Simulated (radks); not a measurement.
The numbers below are computed, except where a source is named.
Spherical quantum dot in the effective-mass picture: electrons in a hard-walled sphere of radius 1.74, with a point charge +2 (a donor) at the centre, all in effective atomic units (hartree* = m*/eps^2 hartree, bohr* = eps/m* bohr), one dielectric constant everywhere. Level of theory: non-relativistic Kohn-Sham, LDA (Slater exchange, Perdew-Wang correlation), spin-polarised, spherical densities (a radial shooting solver with Libxc functionals). Levels are named by radial order and angular momentum (1s, 1p, 1d, 2s, ...), and open shells are averaged over m. Each electron was tried in the lowest free levels, single moves between levels near the top were tried too, and the lowest total energy was kept; such a search can miss a lower state. At N = 1 the Hartree and exchange-correlation terms need not cancel, so that row can carry a self-interaction error.

N	open shells	2S	E (hartree*)	mu = E(N) - E(N-1) (hartree*)	addition energy mu(N+1) - mu(N) (hartree*)	rms radius (bohr*)
1	1s(up 1, down 0)	1	-1.77924	-1.7792	1.318	0.7067
2	none	0	-2.24027	-0.46104	3.427	0.7519
3	1p(up 1, down 0)	1	0.725233	2.9655	0.7569	0.8689
4	1p(up 2, down 0)	2	4.44766	3.7224	0.7832	0.9264
5	1p(up 3, down 0)	3	8.95327	4.5056	1.025	0.9626
6	1p(up 3, down 1)	2	14.4835	5.5302	0.7419	0.9895
7	1p(up 3, down 2)	1	20.7556	6.2721	0.7625	1.010
8	none	0	27.7903	7.0347	2.726	1.027
9	2s(up 1, down 0)	1	37.5507	9.7604	0.8652	1.035
10	1d(up 1, down 0) 2s(up 1, down 0)	2	48.1763	10.626	0.7235	1.055
11	1d(up 2, down 0) 2s(up 1, down 0)	3	59.5253	11.349	0.7155	1.071
12	1d(up 4, down 0)	4	71.5899	12.065	0.7045	1.097
13	1d(up 5, down 0)	5	84.3589	12.769	0.8143	1.108
14	1d(up 5, down 0) 2s(up 1, down 0)	6	97.9422	13.583	0.9120	1.108
15	1d(up 5, down 1) 2s(up 1, down 0)	5	112.437	14.495	0.7025	1.118
16	1d(up 5, down 3)	2	127.635	15.198	0.6590	1.136
17	1d(up 5, down 4)	1	143.492	15.857	0.7199	1.143
18	none	0	160.069	16.577	0.8988	1.150
19	2s(up 1, down 0)	1	177.544	17.475	1.113	1.149
20	none	0	196.132	18.588	2.534	1.146
21	1f(up 1, down 0)	1	217.254	21.122	0.6980	1.154
22	1f(up 2, down 0)	2	239.074	21.820	0.6991	1.161
23	1f(up 3, down 0)	3	261.593	22.519	0.6999	1.168
24	1f(up 4, down 0)	4	284.812	23.219	0.7005	1.174
25	1f(up 5, down 0)	5	308.731	23.919	0.7009	1.180
26	1f(up 6, down 0)	6	333.351	24.620	0.7012	1.186
27	1f(up 7, down 0)	7	358.672	25.321	0.8930	1.191
28	1f(up 7, down 1)	6	384.887	26.214	-	1.196

All shells are closed at N = 2, 8, 18, 20 (there: 1s2 1p6 1d10 2s2); the second difference of the energy has clear peaks (12 % above both neighbours; the first and last values, which can be the largest, are not judged, and half-filled shells can peak too) at N = 2, 5, 8, 20.
